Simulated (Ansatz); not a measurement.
`C[CH2][Ge][Cl]` + H₂S → `[SH][Ge][Cl]` + ethane at 700 K and 1 bar (ligand exchange at a Ge–C bond).

Program: Ansatz. Geometries: PBE0-D4/def2-TZVP. ΔE: electronic, gas phase. CCSD(T)/CBS adds triple-zeta CCSD(T) − MP2 to the extrapolated MP2 energy (def2 sets, frozen cores). This one scheme is used for every species. For Ge outer-core shells are correlated without core-valence functions, which leaves a few kJ/mol of doubt a bond. Scalar relativity is left out up to krypton. Each species was taken in one conformer, which may not be the lowest.

```
         species  CCSD(T)/CBS energy (Eh)  H − E (kJ/mol)  S (J/(mol·K))
`C[CH2][Ge][Cl]`              -2615.03092           236.4          440.9
             H₂S               -398.97279            64.8          236.9
  `[SH][Ge][Cl]`              -2934.32884            70.4          367.1
            `CC`                -79.71954           238.1          289.3
```

H − E and S are ideal-gas, rigid-rotor, harmonic terms from PBE0-D4/def2-TZVP, for one conformer and one mirror image of each species. 1 Eh = 2625.50 kJ/mol, R = 8.31446 J/(mol·K).

Question: By hand: ΔE, ΔH, ΔS and ΔG.

Answer: ΔE = (-2934.32884) + (-79.71954) − (-2615.03092) − (-398.97279) = -0.04467 Eh = -117.3 kJ/mol. Δ(H − E) = 70.4 + 238.1 − 236.4 − 64.8 = 7.3, so ΔH = -110.0 kJ/mol. ΔS = 367.1 + 289.3 − 440.9 − 236.9 = -21.4 J/(mol·K). ΔG = -110.0 − 700 × (-21.4)/1000 = -95.0 kJ/mol.

Question: By hand: the equilibrium constant, and the temperature at which ΔG would vanish if ΔH and ΔS stayed fixed.

Answer: log₁₀ K = −ΔG/(RT ln 10) = 7.1. ΔG = 0 at ΔH/ΔS = 5140 K, far beyond where these terms or the molecules hold.

ΔH outweighs TΔS. A doubt of 5 kJ/mol in ΔE shifts log₁₀ K by 0.4 here. Other conformers and mirror images would add mixing entropy, several J/(mol·K) or more a flexible species. Modes under 60 cm⁻¹, often nearly free rotors, make the harmonic entropy too high. These are equilibria of isolated gas molecules and say nothing of rates. Largest T1 diagnostic: 0.014 (customary marks: 0.02 for closed shells, 0.045 for open ones).
